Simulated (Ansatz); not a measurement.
Ansatz (an electronic-structure program) input (B3LYP-D3(BJ)/def2-TZVP):

Ansatz 0.2 input:
```yaml
crystal:
  periodic: [false, false, false]
  atoms:
    - {symbol: Ge, position_ang: [-0.05813427, -0.05091024, 0.00700155]}
    - {symbol: O, position_ang: [-1.24586007, -1.13239141, -0.17454695]}
    - {symbol: Cl, position_ang: [-0.59344719, 2.13625633, -1.04318567]}
    - {symbol: Cl, position_ang: [1.92248755, -0.98914027, 1.18413448]}
basis:
  gaussian:
    orbitals: def2-TZVP
hamiltonian:
  xc: b3lyp
  dispersion: d3bj
total_charge: -1
magnetization: {spin_polarized: true, initial_magnetization: 1}
relax: {f_tol: 0.002, max_steps: 150}
```

End of the output:

```
relax step   8: F+E_penalty+E_count = -83618.37445251 eV  Δ(F+E_penalty+E_count) = -1.286e-3 eV  max|allowed force component| = 7.088e-2 eV/Å  Δτ_max = 0.0190 Å  (40 SCF iters, accepted)
these checks for a lower state are left out or cut short: starts, cluster_reference, orbital_swaps, neighbouring_geometries, increment
integrals: 0.08 GiB planned
1066 factors; their error is unknown
mean field: 1.12 GiB planned
mean field -83618.15535416 eV, -3072.9105308439 hartree, gradient 2.0e-5 eV, S^2 0.756376; 0 other end points of the search recorded, 0 dependent functions left out
the calculation of the forces begins
reference -83618.15557544 eV, -3072.9105389760 hartree; 38, 37 occupied and 115, 116 virtual orbitals, 1066 factors
relax step   9: F+E_penalty+E_count = -83618.37474104 eV  Δ(F+E_penalty+E_count) = -2.885e-4 eV  max|allowed force component| = 2.814e-3 eV/Å  Δτ_max = 0.0062 Å  (38 SCF iters, accepted)
these checks for a lower state are left out or cut short: starts, cluster_reference, orbital_swaps, neighbouring_geometries, increment
integrals: 0.08 GiB planned
1066 factors; their error is unknown
mean field: 1.12 GiB planned
mean field -83618.15535153 eV, -3072.9105307474 hartree, gradient 2.1e-5 eV, S^2 0.756375; 0 other end points of the search recorded, 0 dependent functions left out
the calculation of the forces begins
reference -83618.15557281 eV, -3072.9105388793 hartree; 38, 37 occupied and 115, 116 virtual orbitals, 1066 factors
relax step  10: F+E_penalty+E_count = -83618.37474124 eV  Δ(F+E_penalty+E_count) = -1.929e-7 eV  max|allowed force component| = 6.944e-4 eV/Å  Δτ_max = 0.0002 Å  (25 SCF iters, accepted)
integrals: 0.08 GiB planned
1066 factors; their error is unknown
mean field: 1.12 GiB planned
mean field evaluation 96: about -83618.1553 eV, gradient 1.9e-2 eV
mean field -83618.15535153 eV, -3072.9105307474 hartree, gradient 2.1e-5 eV, S^2 0.756375; 1 other end points of the search recorded, 0 dependent functions left out
the calculation of the forces begins
reference -83618.15557281 eV, -3072.9105388793 hartree; 38, 37 occupied and 115, 116 virtual orbitals, 1066 factors
Total energy: -83618.37496252 eV, -3072.9186013023 hartree
Atom 0 at    -0.402614    -0.037875     0.414391 Å, force     0.000694     0.000422    -0.000290 eV/Å
Atom 1 at    -1.270394    -1.272650    -0.339283 Å, force    -0.000386    -0.000370    -0.000045 eV/Å
Atom 2 at    -0.129296     1.853758    -0.917626 Å, force    -0.000110    -0.000087     0.000219 eV/Å
Atom 3 at     1.827351    -0.579418     0.815921 Å, force    -0.000198     0.000035     0.000116 eV/Å
Dipole moment:     0.057553     0.305650     0.364064 e Å
```
